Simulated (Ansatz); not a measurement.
Molecule: ZnH, net charge 0, doublet state. The spin state was set by rule; other spins were not relaxed. 
Coordinates optimised at B3LYP-D3(BJ)/def2-TZVP (Ansatz, a first-principles code):
```
Zn
H 1 1.6327
```
Charge 0, spin multiplicity 2.

Parts of the frozen-core correlation energy in def2-SVP (Ansatz, hartree). Frozen orbitals: 9; correlated occupied orbitals by spin: 7 and 6; virtual: 20 and 21. Open shells are spin-unrestricted. Spin-orbit coupling is left out. Non-relativistic.

```json
[
 {"term": "reference (HF)", "value": "-1778.08568"},
 {"term": "MP2 opposite-spin", "value": "-0.18810"},
 {"term": "MP2 same-spin", "value": "[?]"},
 {"term": "CCSD correlation", "value": "[?]"},
 {"term": "(T)", "value": "[?]"},
 {"term": "CCSDT minus CCSD(T)", "value": "0.00034"},
 {"term": "CCSDT(Q) minus CCSD(T)", "value": "0.00133"},
 {"term": "T1 diagnostic", "value": "0.015"},
 {"term": "largest doubles amplitude", "value": "0.059"},
 {"term": "<S^2> of the reference", "value": "0.766"}
]
```

Task: Complete the blanks.

Result: 
- MP2 same-spin, value: -0.10453
- CCSD correlation, value: -0.28083
- (T), value: -0.00751
